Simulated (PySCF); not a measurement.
PySCF job for CH4ClFOSi2, SMILES F[Si@H]1OC[Si@@H]1Cl, PBE/pcSseg-1. The structure is a stationary point at B3LYP-D3(BJ)/def2-SVP. The structure was generated by enumeration; whether it is a known compound was not checked.

```python
import numpy as np
from pyscf import gto, scf, dft
from pyscf.prop.nmr import rks as nmr

mol = gto.M(
    atom='''
    F     2.63928959   -0.72617417   -0.40114788
    Si    1.39369779   -0.04110830    0.39177194
    O     1.03061290    1.48200178   -0.22080943
    C    -0.24920646    1.40563804   -0.89973258
    Si   -0.73407236   -0.42093464   -0.49181919
    Cl   -2.32049489   -0.57164695    0.85024940
    H     1.79214204   -0.01339469    1.81956737
    H    -0.12245736    1.61516390   -1.97609497
    H    -0.94180570    2.15397322   -0.48120069
    H    -1.01749280   -1.32341789   -1.64064804
    ''',
    basis='pcSseg-1',
    charge=0,
    spin=0,
    max_memory=1600,
    verbose=3,
)
mf = dft.RKS(mol, xc='pbe')
mf.grids.level = 3
mf.conv_tol = 1e-10
mf.max_cycle = 100
mf.kernel()
n = nmr.NMR(mf)
n.verbose = 2
n.max_cycle_cphf = 60
sigma = n.kernel()
print('atom   isotropic/ppm   span/ppm')
for i, s in enumerate(sigma):
    w = np.linalg.eigvalsh((s + s.T) / 2)
    print(f'{mol.atom_symbol(i):2s}{i + 1:3d} {w.mean():14.3f} {w[2] - w[0]:11.3f}')
```

Log of the run:

```
converged SCF energy = -1254.12112330477
atom   isotropic/ppm   span/ppm
F   1        283.004     182.032
Si  2        307.963      57.982
O   3        185.526     240.941
C   4        104.928      86.531
Si  5        293.751     104.822
Cl  6        952.078     171.717
H   7         25.290       8.897
H   8         26.460       8.776
H   9         26.548       7.051
H  10         24.852       7.883
```

Self-consistency was reached.

Cost: roughly 30 core-seconds.
